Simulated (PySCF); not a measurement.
# Spin states of GeI

Unrestricted PBE0; basis Ge def2-TZVPPD, I def2-TZVPPD with ECP28; scalar-relativistic core potentials; PySCF 2.14. Outer shells of the fragments: Ge 3d10 4s2 4p2; I 4d10 5s2 5p5.

Followed along the bond (rough minima from three points):

```tsv
2Ms+1	unpaired	⟨S²⟩ at the start	R at minimum (Å)	Te (eV)
2	π ↑	0.75	2.53	0.00
4	σ ↑, π ↑↑	3.76	none in the scan	≤ 2.79
```

Solutions found at the starting distance of 2.470 Å, counted from the lowest of them; the search is not exhaustive and high or unbound solutions are not listed, so other states can lie among these:

| 2Ms+1 | unpaired | term | E (eV) | ⟨S²⟩ | ⟨Lz²⟩ | μ (D) |
| --- | --- | --- | --- | --- | --- | --- |
| 2 | π ↑ | ²Π | 0.00 | 0.75 | 1.01 | -0.94 |
| 2 | σ ↑ | ²Σ⁺ | 2.69 | 0.75 | 0.00 | -1.00 |
| 4 | σ ↑, π ↑↑ | ⁴Σ⁻ | 2.79 | 3.76 | 0.00 | 0.34 |
| 2 | σ ↓, π ↑↑ | mixed | 3.47 | 1.77 | 0.00 | 0.96 |
| 4 | π ↑↑↑ | ⁴Π | 3.50 | 3.76 | 1.01 | 3.28 |
| 2 | π ↑↑↓ | mixed | 3.79 | 1.76 | 3.03 | 3.29 |
| 4 | σ ↑↑, π ↑ | ⁴Π | 5.17 | 3.76 | 1.01 | -0.04 |
| 4 | σ ↑, π ↑↑ | mixed | 5.64 | 3.76 | 2.02 | 1.89 |
| 4 | σ ↑, π ↑↑ | mixed | 5.85 | 3.76 | 2.02 | 1.87 |

A term symbol is given only where ⟨S²⟩ and ⟨Lz²⟩ are close to those of a pure state; real π, δ and φ orbitals otherwise mix terms. A positive dipole means Ge(−)I(+).

Spin–orbit coupling is left out. Counting both spins, an empty level lies below a filled one in some of these solutions, because spin and occupation are held.
